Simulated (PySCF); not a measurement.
NTCDA, C14H4O6, SMILES O=C1OC(=O)c2ccc3c4c(ccc1c24)C(=O)OC3=O, GFN2-xTB optimised geometry.

```
24

O     -3.70     1.95     0.00
C     -2.51     1.86     0.00
O     -1.76     3.01     0.00
C     -0.40     3.10     0.00
O      0.11     4.18     0.00
C      0.35     1.83     0.00
C      1.74     1.83     0.00
C      2.44     0.62     0.00
C      1.77    -0.58     0.00
C      0.36    -0.61     0.00
C     -0.35    -1.83     0.00
C     -1.74    -1.83     0.00
C     -2.44    -0.62     0.00
C     -1.77     0.58     0.00
C     -0.36     0.61     0.00
C      0.40    -3.10     0.00
O     -0.11    -4.18     0.00
O      1.76    -3.01     0.00
C      2.51    -1.86     0.00
O      3.70    -1.95     0.00
H      2.26     2.77     0.00
H      3.52     0.61     0.00
H     -2.26    -2.77     0.00
H     -3.52    -0.61     0.00
```

Density from PBE0/def2-SVP in PySCF at that geometry.

Minimum of the electron density along straight lines between bonded atoms, close to the bond critical point (lines longer than 1.1 times the sum of covalent radii, or with two minima, are not listed):

```json
[
 {"bond": "O1–C2", "length / Å": "1.196", "ρ at the minimum / e bohr⁻³": "0.427", "∇²ρ there / e bohr⁻⁵": "0.40", "position (fraction from the first atom)": "0.67"},
 {"bond": "C2–O3", "length / Å": "1.367", "ρ at the minimum / e bohr⁻³": "0.281", "∇²ρ there / e bohr⁻⁵": "-0.40", "position (fraction from the first atom)": "0.34"},
 {"bond": "O3–C4", "length / Å": "1.367", "ρ at the minimum / e bohr⁻³": "0.281", "∇²ρ there / e bohr⁻⁵": "-0.40", "position (fraction from the first atom)": "0.66"},
 {"bond": "C4–O5", "length / Å": "1.196", "ρ at the minimum / e bohr⁻³": "0.427", "∇²ρ there / e bohr⁻⁵": "0.40", "position (fraction from the first atom)": "0.33"},
 {"bond": "C4–C6", "length / Å": "1.478", "ρ at the minimum / e bohr⁻³": "0.272", "∇²ρ there / e bohr⁻⁵": "-0.68", "position (fraction from the first atom)": "0.51"},
 {"bond": "C6–C7", "length / Å": "1.383", "ρ at the minimum / e bohr⁻³": "0.313", "∇²ρ there / e bohr⁻⁵": "-0.80", "position (fraction from the first atom)": "0.51"},
 {"bond": "C7–C8", "length / Å": "1.396", "ρ at the minimum / e bohr⁻³": "0.306", "∇²ρ there / e bohr⁻⁵": "-0.79", "position (fraction from the first atom)": "0.50"},
 {"bond": "C8–C9", "length / Å": "1.383", "ρ at the minimum / e bohr⁻³": "0.313", "∇²ρ there / e bohr⁻⁵": "-0.80", "position (fraction from the first atom)": "0.49"},
 {"bond": "C9–C10", "length / Å": "1.410", "ρ at the minimum / e bohr⁻³": "0.300", "∇²ρ there / e bohr⁻⁵": "-0.75", "position (fraction from the first atom)": "0.50"},
 {"bond": "C10–C11", "length / Å": "1.410", "ρ at the minimum / e bohr⁻³": "0.300", "∇²ρ there / e bohr⁻⁵": "-0.75", "position (fraction from the first atom)": "0.50"},
 {"bond": "C11–C12", "length / Å": "1.383", "ρ at the minimum / e bohr⁻³": "0.313", "∇²ρ there / e bohr⁻⁵": "-0.80", "position (fraction from the first atom)": "0.51"},
 {"bond": "C12–C13", "length / Å": "1.396", "ρ at the minimum / e bohr⁻³": "0.306", "∇²ρ there / e bohr⁻⁵": "-0.79", "position (fraction from the first atom)": "0.50"},
 {"bond": "C2–C14", "length / Å": "1.478", "ρ at the minimum / e bohr⁻³": "0.272", "∇²ρ there / e bohr⁻⁵": "-0.68", "position (fraction from the first atom)": "0.51"},
 {"bond": "C13–C14", "length / Å": "1.383", "ρ at the minimum / e bohr⁻³": "0.313", "∇²ρ there / e bohr⁻⁵": "-0.80", "position (fraction from the first atom)": "0.49"},
 {"bond": "C6–C15", "length / Å": "1.410", "ρ at the minimum / e bohr⁻³": "0.300", "∇²ρ there / e bohr⁻⁵": "-0.75", "position (fraction from the first atom)": "0.50"},
 {"bond": "C10–C15", "length / Å": "1.414", "ρ at the minimum / e bohr⁻³": "0.298", "∇²ρ there / e bohr⁻⁵": "-0.74", "position (fraction from the first atom)": "0.50"},
 {"bond": "C14–C15", "length / Å": "1.410", "ρ at the minimum / e bohr⁻³": "0.300", "∇²ρ there / e bohr⁻⁵": "-0.75", "position (fraction from the first atom)": "0.50"},
 {"bond": "C11–C16", "length / Å": "1.478", "ρ at the minimum / e bohr⁻³": "0.272", "∇²ρ there / e bohr⁻⁵": "-0.68", "position (fraction from the first atom)": "0.49"},
 {"bond": "C16–O17", "length / Å": "1.196", "ρ at the minimum / e bohr⁻³": "0.427", "∇²ρ there / e bohr⁻⁵": "0.40", "position (fraction from the first atom)": "0.33"},
 {"bond": "C16–O18", "length / Å": "1.367", "ρ at the minimum / e bohr⁻³": "0.281", "∇²ρ there / e bohr⁻⁵": "-0.40", "position (fraction from the first atom)": "0.34"},
 {"bond": "C9–C19", "length / Å": "1.478", "ρ at the minimum / e bohr⁻³": "0.272", "∇²ρ there / e bohr⁻⁵": "-0.68", "position (fraction from the first atom)": "0.49"},
 {"bond": "O18–C19", "length / Å": "1.367", "ρ at the minimum / e bohr⁻³": "0.281", "∇²ρ there / e bohr⁻⁵": "-0.40", "position (fraction from the first atom)": "0.66"},
 {"bond": "C19–O20", "length / Å": "1.196", "ρ at the minimum / e bohr⁻³": "0.427", "∇²ρ there / e bohr⁻⁵": "0.40", "position (fraction from the first atom)": "0.33"},
 {"bond": "C7–H21", "length / Å": "1.079", "ρ at the minimum / e bohr⁻³": "0.288", "∇²ρ there / e bohr⁻⁵": "-1.15", "position (fraction from the first atom)": "0.65"},
 {"bond": "C8–H22", "length / Å": "1.079", "ρ at the minimum / e bohr⁻³": "0.288", "∇²ρ there / e bohr⁻⁵": "-1.15", "position (fraction from the first atom)": "0.65"},
 {"bond": "C12–H23", "length / Å": "1.079", "ρ at the minimum / e bohr⁻³": "0.288", "∇²ρ there / e bohr⁻⁵": "-1.15", "position (fraction from the first atom)": "0.65"},
 {"bond": "C13–H24", "length / Å": "1.079", "ρ at the minimum / e bohr⁻³": "0.288", "∇²ρ there / e bohr⁻⁵": "-1.15", "position (fraction from the first atom)": "0.65"}
]
```
